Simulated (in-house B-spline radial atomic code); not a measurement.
# PBEsol excitations of Cs II (Cs+)

Method: PBEsol. Computed with an all-electron radial atomic-structure program (B-spline basis): linear response of the closed shell [Kr] 4d10 5s2 5p6 with the functional's adiabatic kernel; scalar-relativistic (spin-free one-electron X2C), finite nucleus, no spin-orbit coupling, no double excitations, S, P, D and F terms only; shells from n = 3 respond. Only terms of natural parity with L up to 3 were computed.

Spin-orbit coupling is strong here, so these LS terms don't match observed levels.

Command:
```bash
python run_td.py task.json out
```
Settings (radii: box in bohr, nucleus in fm):
```
Z                        55
electrons                54
configuration            [Kr] 4d10 5s2 5p6
hamiltonian              x2c
method                   pbesol
box_radius               41.61
rms_radius               4.8041
intervals                74
```

Time taken, with all properties: 4.6 s on 1 thread of Arm Neoverse N1, with other jobs on the host.

The lowest states, in the order of their Tamm-Dancoff energies; the method's threshold (minus the highest occupied level) is 18.686 eV. Labels give the largest channel, * marks a mixed state, and oscillator strengths are full-response dipole values. Semilocal kernels can invert the small singlet-triplet splittings of Rydberg terms. Energies in eV:

| state | full response | Tamm-Dancoff | oscillator strength |
| --- | --- | --- | --- |
| 5p → 6s 3P | ? | ? | - |
| 5p → 6s 1P | 13.224 | 13.234 | 0.439 |
| 5p → 5d 3P | 13.559 | 13.594 | - |
| 5p → 5d 3F | 13.661 | 13.709 | - |
| 5p → 5d 1F | 14.447 | 14.460 | - |
| 5p → 6p 3S | ? | ? | - |
| 5p → 6p 3D | 15.204 | 15.209 | - |
| 5p → 6p 1D | 15.297 | 15.301 | - |
| 5p → 6p 1S | 15.812 | 15.862 | - |
| 5p → 5d 1P | 16.056 | 16.231 | 2.08 |
| 5p → 7s 3P | 16.820 | 16.822 | - |
| 5p → 7s 1P | 16.866 | 16.868 | 0.114 |

(1) Where does 5p → 6s 3P lie?

(2) Where does 5p → 6p 3S lie?

(3) How large is the singlet-triplet splitting of 5p → 6s (P terms) in Tamm-Dancoff?

(4) What polarisabilities and dispersion coefficient does the method give?

## Answers

(1) At 12.882 eV in full response, 12.902 eV in Tamm-Dancoff.

(2) At 15.014 eV in full response, 15.024 eV in Tamm-Dancoff.

(3) 0.332 eV, from the unrounded values.

(4) Dipole 16.24 bohr³, quadrupole 90.97 bohr⁵, C6 141.4 hartree·bohr⁶ for two such species.
